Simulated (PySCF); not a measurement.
C₃F₅, SMILES FC(F)=[C]C(F)(F)F, multiplicity 2. Atoms are numbered in the order given.

```xyz
8

F     -0.8874     2.5510     0.0000
C     -0.1290     1.4815     0.0000
F      1.1441     1.8132     0.0000
C     -0.5922     0.2493     0.0000
C     -0.0829    -1.1343     0.0000
F      1.2642    -1.1342     0.0000
F     -0.4924    -1.8139     1.0798
F     -0.4924    -1.8139    -1.0798
```
Charge 0, spin multiplicity 2.

Coordinates come from a B3LYP-D3(BJ)/def2-SVP optimisation. The isomer is the one that the SMILES or the coordinates give; other isomers of the formula were not compared.

These are PBE/def2-TZVP run with PySCF values and carry that method's errors.

ESP charges are fitted to the potential on shells at 1.4 to 2.0 van der Waals radii. Atomic charges (e):

| atom | meta-Löwdin | ESP fit | Mulliken | Mulliken spin |
|---|---|---|---|---|
| F1 | -0.19 | -0.08 | -0.10 | 0.01 |
| C2 | 0.51 | 0.31 | 0.32 | -0.04 |
| F3 | -0.19 | -0.08 | -0.09 | 0.03 |
| C4 | -0.14 | -0.18 | -0.20 | 0.94 |
| C5 | 0.74 | 0.42 | 0.42 | 0.00 |
| F6 | -0.24 | -0.13 | -0.11 | 0.04 |
| F7 | -0.24 | -0.13 | -0.12 | 0.00 |
| F8 | -0.24 | -0.13 | -0.12 | 0.00 |

Computed Mayer and Wiberg (Löwdin basis) orders of the bonds:
```json
[
 {"bond": "F1–C2", "Mayer": "1.18", "Wiberg": "1.85"},
 {"bond": "C2–F3", "Mayer": "1.20", "Wiberg": "1.84"},
 {"bond": "C2–C4", "Mayer": "1.85", "Wiberg": "2.06"},
 {"bond": "C4–C5", "Mayer": "1.05", "Wiberg": "1.26"},
 {"bond": "C5–F6", "Mayer": "1.18", "Wiberg": "1.75"},
 {"bond": "C5–F7", "Mayer": "1.19", "Wiberg": "1.78"},
 {"bond": "C5–F8", "Mayer": "1.19", "Wiberg": "1.78"}
]
```
